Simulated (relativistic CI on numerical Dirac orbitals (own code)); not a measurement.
# Electric-dipole lines of Rb XXXI

These numbers are calculated, not measured: Dirac-Coulomb-Breit CI, KLI orbitals optimised for each configuration, model QED, unscaled Slater integrals (own radial code, finite nucleus).

CI space (outside the closed core 1s2): 2s2 2p3, 2s 2p4, 2p5, 2p4 3s, 2p4 3p, 2p4 3d, 2s2 2p2 3s, 2s2 2p2 3p, 2s2 2p2 3d, 2s 2p3 3s, 2s 2p3 3p, 2s 2p3 3d, 2s2 2p2 4s, 2s2 2p2 4p, 2s2 2p2 4d, 2s2 2p2 4f. Levels of other configurations are missing.

```
λ vac (Å)                Lower                    Upper   A (s⁻¹)  E lower (Ry)  E upper (Ry)
   5.5122  2s2 2p3 2D°_5/2 [3]   2s 2p3 3p 2D_5/2 [123]  1.95e+13         4.976       170.295
   5.5270  2s2 2p3 2P°_3/2 [5]   2s 2p3 3p 2D_5/2 [173]  2.21e+13        10.151       175.025
   5.5606  2s2 2p3 4S°_3/2 [1]    2s 2p3 3p 4P_5/2 [71]  1.88e+13         0.000       163.880
   5.6645  2s2 2p3 4S°_3/2 [1]   2s2 2p2 3d 2D_5/2 [57]  2.11e+13         0.000       160.874
   5.6680  2s2 2p3 2D°_3/2 [2]   2s2 2p2 3d 2D_5/2 [79]  3.51e+13         3.983       164.758
   5.6693  2s2 2p3 2D°_3/2 [2]   2s2 2p2 3d 2D_3/2 [76]  5.76e+13         3.983       164.720
   5.6715  2s2 2p3 2P°_1/2 [4]   2s2 2p2 3d 2D_3/2 [95]  5.25e+13         6.242       166.915
   5.6752  2s2 2p3 4S°_3/2 [1]   2s2 2p2 3d 4P_1/2 [53]  9.86e+13         0.000       160.571
   5.6808  2s2 2p3 4S°_3/2 [1]   2s2 2p2 3d 4P_3/2 [52]  8.60e+13         0.000       160.410
   5.6826    2s 2p4 4P_3/2 [7]  2s 2p3 3d 4D°_3/2 [188]  4.04e+13        16.080       176.441
   5.6852  2s2 2p3 4S°_3/2 [1]   2s2 2p2 3d 4D_5/2 [50]  4.97e+13         0.000       160.286
   5.6885    2s 2p4 4P_3/2 [7]  2s 2p3 3d 4D°_5/2 [186]  4.66e+13        16.080       176.275
   5.6922  2s2 2p3 2D°_5/2 [3]   2s2 2p2 3d 2F_7/2 [80]  9.78e+13         4.976       165.067
   5.7032  2s2 2p3 2D°_5/2 [3]   2s2 2p2 3d 2D_5/2 [79]  4.39e+13         4.976       164.758
   5.7045    2s 2p4 4P_5/2 [6]  2s 2p3 3d 4P°_3/2 [158]  1.01e+14        13.519       173.265
   5.7065  2s2 2p3 4S°_3/2 [1]   2s2 2p2 3d 2F_5/2 [45]  3.02e+13         0.000       159.690
   5.7118    2s 2p4 4P_5/2 [6]  2s 2p3 3d 4D°_5/2 [157]  8.55e+13        13.519       173.059
   5.7200    2s 2p4 4P_5/2 [6]  2s 2p3 3d 4D°_7/2 [154]  7.83e+13        13.519       172.830
   5.7741    2s 2p4 4P_5/2 [6]  2s 2p3 3d 4F°_7/2 [135]  2.86e+13        13.519       171.337
   5.7754    2s 2p4 4P_5/2 [6]  2s 2p3 3d 4D°_5/2 [133]  2.38e+13        13.519       171.303
   5.7903    2s 2p4 2D_3/2 [9]  2s 2p3 3d 2F°_5/2 [191]  5.82e+13        19.156       176.535
   5.8067  2s2 2p3 2P°_3/2 [5]    2s 2p3 3p 4D_5/2 [99]  2.00e+13        10.151       167.085
   5.8083  2s2 2p3 2D°_3/2 [2]   2s2 2p2 3d 2D_5/2 [57]  8.24e+13         3.983       160.874
   5.8129  2s2 2p3 2P°_3/2 [5]   2s2 2p2 3d 2D_5/2 [96]  5.90e+13        10.151       166.916
   5.8357   2s 2p4 2D_5/2 [10]  2s 2p3 3d 4D°_7/2 [190]  2.95e+13        20.347       176.501
   5.8413  2s2 2p3 2D°_5/2 [3]   2s2 2p2 3d 2F_7/2 [58]  9.18e+13         4.976       160.982
   5.8453  2s2 2p3 2D°_5/2 [3]   2s2 2p2 3d 2D_5/2 [57]  2.28e+13         4.976       160.874
   5.8493  2s2 2p3 2P°_3/2 [5]   2s2 2p2 3d 2D_5/2 [86]  7.02e+13        10.151       165.942
   5.8514  2s2 2p3 2D°_3/2 [2]   2s2 2p2 3d 4D_3/2 [46]  3.63e+13         3.983       159.717
   5.8524   2s 2p4 2D_5/2 [10]  2s 2p3 3d 2F°_7/2 [184]  3.84e+13        20.347       176.054
   5.8525  2s2 2p3 2D°_3/2 [2]   2s2 2p2 3d 2F_5/2 [45]  3.08e+13         3.983       159.690
   5.8560  2s2 2p3 2P°_3/2 [5]   2s2 2p2 3d 2P_3/2 [85]  7.85e+13        10.151       165.762
   5.8567  2s2 2p3 4S°_3/2 [1]   2s2 2p2 3d 4D_5/2 [29]  4.73e+13         0.000       155.593
   5.8674  2s2 2p3 2D°_5/2 [3]   2s2 2p2 3d 4D_5/2 [50]  2.65e+13         4.976       160.286
   5.8690   2s 2p4 2P_1/2 [11]  2s 2p3 3d 2D°_3/2 [194]  8.97e+13        21.839       177.107
   5.8846  2s2 2p3 2P°_1/2 [4]   2s2 2p2 3d 2P_1/2 [60]  7.46e+13         6.242       161.098
   5.8861   2s 2p4 2P_3/2 [12]  2s 2p3 3d 2D°_5/2 [197]  8.38e+13        22.674       177.491
   5.8867  2s2 2p3 2P°_1/2 [4]   2s2 2p2 3d 2D_3/2 [59]  6.35e+13         6.242       161.042
   5.8945    2s 2p4 4P_3/2 [7]  2s 2p3 3d 4F°_5/2 [128]  5.95e+13        16.080       170.676
   5.8945    2s 2p4 4P_5/2 [6]  2s 2p3 3d 4D°_7/2 [109]  6.79e+13        13.519       168.114
   5.9145    2s 2p4 4P_5/2 [6]  2s 2p3 3d 4D°_5/2 [102]  2.01e+13        13.519       167.591
   5.9242   2s 2p4 2D_5/2 [10]  2s 2p3 3d 2D°_5/2 [166]  5.00e+13        20.347       174.167
   5.9275   2s 2p4 2D_5/2 [10]  2s 2p3 3d 2F°_7/2 [165]  3.98e+13        20.347       174.082
   5.9285    2s 2p4 2D_3/2 [9]  2s 2p3 3d 2D°_3/2 [155]  5.54e+13        19.156       172.866
   5.9398    2s 2p4 2D_3/2 [9]  2s 2p3 3d 4P°_5/2 [149]  4.42e+13        19.156       172.573
```

Terms are leading LS components. Brackets give the number of a level in order of energy, since labels repeat. The list gives strong lines, with weight on those to low levels, without lines whose two gauges differ by over a factor of 2.5, among the lowest 200 of 359 levels, so that lines to higher ones, which can be the strongest, are missing. Levels whose partners in the same complex of configurations lie outside the list can be far off, and so can their lines. Rates are taken at the computed energies, electric ones in the length gauge.

At this charge energies of transitions that change n are usually good to better than 1 %, and those within a shell (Δn = 0) to a few per cent.

LS names give the leading component of a level, which can be under half, so a name can repeat, a term be missing and a line seem to break the LS rules.
